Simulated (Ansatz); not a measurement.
A first, cheap relaxation of C2H6F2Si (`C[SiH2]C(F)F`).

```yaml
crystal:
  periodic: [false, false, false]
  atoms:
    - {symbol: C, position_ang: [-1.401800, 0.538700, 0.261200]}
    - {symbol: Si, position_ang: [0.381700, 0.381700, 0.442400]}
    - {symbol: C, position_ang: [1.022700, -0.885400, -0.715900]}
    - {symbol: F, position_ang: [0.515900, -2.071500, -0.490400]}
    - {symbol: F, position_ang: [2.381200, -1.097600, -0.482900]}
    - {symbol: H, position_ang: [-1.834000, 1.368600, 0.925200]}
    - {symbol: H, position_ang: [-1.945200, -0.349600, 0.476900]}
    - {symbol: H, position_ang: [-1.668900, 0.893900, -0.779600]}
    - {symbol: H, position_ang: [1.018000, 1.728100, 0.225400]}
    - {symbol: H, position_ang: [0.672200, 0.063900, 1.894000]}
    - {symbol: H, position_ang: [0.923400, -0.627800, -1.735800]}
basis:
  gaussian: {orbitals: def2-SVP}
hamiltonian: {xc: pbe, dispersion: d4}
relax: {f_tol: 0.03, max_steps: 200}
```

```sh
$ ansatz run in.yaml --threads 4 --pin off --events-out ev --progress --plain --max-ram 10444MiB
```

It prints (some lines left out):

```
Functional definition: PBE
mean field -15461.93869842 eV, -568.2157666886 hartree, gradient 5.0e-5 eV, S^2 0.000000; 0 other end points of the search recorded, 0 dependent functions left out
relax step   1: F+E_penalty+E_count = -15462.13474774 eV  Δ(F+E_penalty+E_count) = +0.000e0 eV  max|allowed force component| = 2.719e0 eV/Å  Δτ_max = 0.0000 Å  (27 SCF iters, accepted)
mean field -15462.38248661 eV, -568.2320756036 hartree, gradient 8.4e-6 eV, S^2 0.000000; 0 other end points of the search recorded, 0 dependent functions left out
relax step   2: F+E_penalty+E_count = -15462.57694615 eV  Δ(F+E_penalty+E_count) = -4.422e-1 eV  max|allowed force component| = 1.385e0 eV/Å  Δτ_max = 0.1003 Å  (30 SCF iters, accepted)
mean field -15462.47229411 eV, -568.2353759682 hartree, gradient 8.4e-6 eV, S^2 0.000000; 0 other end points of the search recorded, 0 dependent functions left out
relax step   3: F+E_penalty+E_count = -15462.66531724 eV  Δ(F+E_penalty+E_count) = -8.837e-2 eV  max|allowed force component| = 1.923e-1 eV/Å  Δτ_max = 0.0820 Å  (30 SCF iters, accepted)
mean field -15462.47562741 eV, -568.2354984650 hartree, gradient 2.6e-5 eV, S^2 0.000000; 0 other end points of the search recorded, 0 dependent functions left out
relax step   4: F+E_penalty+E_count = -15462.66821744 eV  Δ(F+E_penalty+E_count) = -2.900e-3 eV  max|allowed force component| = 6.916e-2 eV/Å  Δτ_max = 0.0194 Å  (29 SCF iters, accepted)
mean field -15462.47594565 eV, -568.2355101599 hartree, gradient 2.5e-5 eV, S^2 0.000000; 0 other end points of the search recorded, 0 dependent functions left out
relax step   5: F+E_penalty+E_count = -15462.66873534 eV  Δ(F+E_penalty+E_count) = -5.179e-4 eV  max|allowed force component| = 1.967e-2 eV/Å  Δτ_max = 0.0102 Å  (30 SCF iters, accepted)
mean field -15462.47594565 eV, -568.2355101599 hartree, gradient 2.5e-5 eV, S^2 0.000000; 1 other end points of the search recorded, 0 dependent functions left out
Total energy: -15462.66876710 eV, -568.2425962174 hartree
Atom 0 at    -1.475617     0.599715     0.254528 Å, force     0.010160    -0.019667    -0.003514 eV/Å
Atom 1 at     0.389299     0.457076     0.490372 Å, force     0.000666    -0.007100    -0.009951 eV/Å
Atom 2 at     1.084541    -0.898934    -0.701053 Å, force     0.002624     0.011308     0.002722 eV/Å
Atom 3 at     0.434259    -2.090219    -0.441985 Å, force     0.004751     0.011664     0.003323 eV/Å
Atom 4 at     2.428769    -1.080043    -0.467333 Å, force    -0.011735    -0.010165    -0.006189 eV/Å
Atom 5 at    -1.916649     1.310972     0.980838 Å, force    -0.004924     0.006384     0.007445 eV/Å
Atom 6 at    -1.952536    -0.390158     0.403546 Å, force     0.005703     0.005019    -0.001545 eV/Å
Atom 7 at    -1.725060     0.954233    -0.765990 Å, force    -0.000154     0.001507    -0.002283 eV/Å
Atom 8 at     1.096272     1.747999     0.176649 Å, force    -0.001888     0.000390     0.002315 eV/Å
Atom 9 at     0.743551     0.015212     1.881905 Å, force    -0.004806     0.002184    -0.000573 eV/Å
Atom 10 at     0.958370    -0.682855    -1.790977 Å, force    -0.000396    -0.001525     0.008250 eV/Å
Dipole moment:    -0.322799     0.302213    -0.101246 e Å
```

Hardware: 4 threads of an Intel Xeon on a shared host. Wall time 4.8 s, peak host memory 0.16 GiB.
